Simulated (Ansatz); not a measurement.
Geometry optimisation, Ansatz, UHF/def2-SVP.

Input:

```yaml
crystal:
  periodic: [false, false, false]
  atoms:
    - { symbol: Ga, position_ang: [-2.0e-06, 1.0e-06, -0.267766] }
    - { symbol: H, position_ang: [-2.0e-06, 1.0e-06, 1.303653] }
    - { symbol: H, position_ang: [1.348, 0.012198, -1.097144] }
    - { symbol: H, position_ang: [-1.348003, -0.012196, -1.097144] }
    - { symbol: "N", position_ang: [4.6e-05, -3.1e-05, 3.583317] }
    - { symbol: H, position_ang: [-0.44771, -0.661624, 4.212542] }
    - { symbol: H, position_ang: [0.44767, 0.661651, 4.212542] }
magnetization:
  spin_polarized: true
  initial_magnetization: 1
basis:
  gaussian: { orbitals: def2-SVP }
hamiltonian:
  xc: hf
relax:
  f_tol: 0.03
  max_steps: 50
```

Command:

```bash
$ ansatz run input.yaml --threads 1 --pin off --max-ram 2048MiB --backend cpu --events-out ev --progress --plain --runs-dir out
```

Question: Where does it end, and by what steps?

Answer: The run converged. The force dipped under the threshold on the way, but the program's further checks kept it going. After 26 steps the energy has fallen by 0.251 eV; N5 moved furthest, 1.26 Å.

```csv
step,energy less start (eV),largest force component (eV/Å),accepted
0,0.0000,0.587,yes
1,-0.1326,0.135,yes
2,-0.1785,0.347,yes
3,-0.1970,0.478,yes
4,-0.2095,0.161,yes
5,-0.2197,0.116,yes
6,-0.2276,0.081,yes
7,-0.2337,0.091,yes
8,-0.2370,0.070,yes
9,-0.1999,1.102,no
10,-0.2374,0.009,yes
11,-0.2100,0.950,no
12,-0.2381,0.027,yes
13,-0.2388,0.046,yes
14,-0.2399,0.071,yes
15,-0.2416,0.084,yes
16,-0.2439,0.150,yes
17,-0.2268,0.810,no
18,-0.2457,0.018,yes
19,-0.2472,0.120,yes
20,-0.2382,0.794,no
21,-0.2472,0.120,yes
22,-0.2475,0.216,yes
23,-0.2479,0.120,yes
24,-0.2495,0.197,yes
25,-0.2505,0.040,yes
26,-0.2509,0.025,yes
```

```xyz
7
Properties=species:S:1:pos:R:3
Ga 0.214 -0.291 -0.508
H 0.195 -0.279 1.069
H 1.583 -0.160 -1.268
H -1.135 -0.432 -1.301
N -0.428 0.501 4.663
H -0.809 -0.198 4.033
H 0.380 0.860 4.161
```

Time of the run: 35 s on 1 thread of Intel(R) Xeon(R) 6975P-C (Granite Rapids) (shared host), peak memory 0.16 GiB.
